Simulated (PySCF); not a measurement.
r2SCAN on F⁻ (fluorine, charge -1), [Ne], closed-shell 1S. Computed with PySCF 2.14 in aug-cc-pVTZ with one added diffuse shell each of s, p, d, f type (6s5p4d3f, 62 functions), with no relativity, point nucleus.

```
cycle= 1 E= -99.8401879058933  delta_E= -0.00175  |g|= 0.118  |ddm|= 0.26
cycle= 2 E= -99.8155676982046  delta_E= 0.0246  |g|= 0.311  |ddm|= 0.368
cycle= 3 E= -99.8454720726793  delta_E= -0.0299  |g|= 0.0375  |ddm|= 0.232
cycle= 4 E= -99.8460295678795  delta_E= -0.000557  |g|= 0.000421  |ddm|= 0.0336
cycle= 5 E= -99.8460296067173  delta_E= -3.88e-08  |g|= 0.000166  |ddm|= 0.000594
cycle= 6 E= -99.8460296170324  delta_E= -1.03e-08  |g|= 1.69e-06  |ddm|= 0.000164
cycle= 7 E= -99.8460296170339  delta_E= -1.48e-12  |g|= 4.35e-07  |ddm|= 5.23e-06
converged SCF energy = -99.8460296170339  <S^2> = -2.4868996e-14  2S+1 = 1
```

Highest occupied orbital energy: 1.194 eV; ⟨L²⟩ = 0.00; populations by l: s 4.00, p 6.00, d 0.00, f 0.00.

Task: Can this result be used?

Result: With care. Self-consistency was reached. At r2SCAN the highest occupied level has a positive energy, so only the finite basis holds that electron; in a semilocal or global hybrid functional this comes from self-interaction and does not mean that the real anion is unbound.
